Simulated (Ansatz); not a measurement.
`[OH][Zr]([OH])([OH])[F]` and `[OH][Hf]([OH])([OH])[F]` differ in one element.

Ansatz, PBE0-D4/def2-TZVP geometries, multiplicity 1. Each molecule was computed in one conformer, which needn't be the lowest.

Elements past krypton have def2 core potentials.

```
                                          property  `[OH][Zr]([OH])([OH])[F]`
              HOMO–LUMO gap (PBE0/def2-TZVPP) / eV                       8.72
                 HOMO energy (PBE/def2-TZVPP) / eV                      -7.26
    zero-point energy (PBE0-D4/def2-TZVP) / kJ/mol                      101.2
                HOMO energy (PBE0/def2-TZVPP) / eV                      -8.95
               HOMO–LUMO gap (PBE/def2-TZVPP) / eV                       6.38
size of the dipole moment (ωB97M-V/def2-TZVPP) / D                       3.21
```

(1) What does the change do to each property? (An estimate is asked.)

Results:

(1) Ansatz gave: 
```
                                          property  `[OH][Hf]([OH])([OH])[F]`  shift
              HOMO–LUMO gap (PBE0/def2-TZVPP) / eV                       8.84   0.12
                 HOMO energy (PBE/def2-TZVPP) / eV                      -7.28  -0.02
    zero-point energy (PBE0-D4/def2-TZVP) / kJ/mol                      100.9   -0.3
                HOMO energy (PBE0/def2-TZVPP) / eV                      -8.99  -0.04
               HOMO–LUMO gap (PBE/def2-TZVPP) / eV                       6.42   0.04
size of the dipole moment (ωB97M-V/def2-TZVPP) / D                       3.05  -0.16
```

Dipoles are sizes alone; their direction can turn.
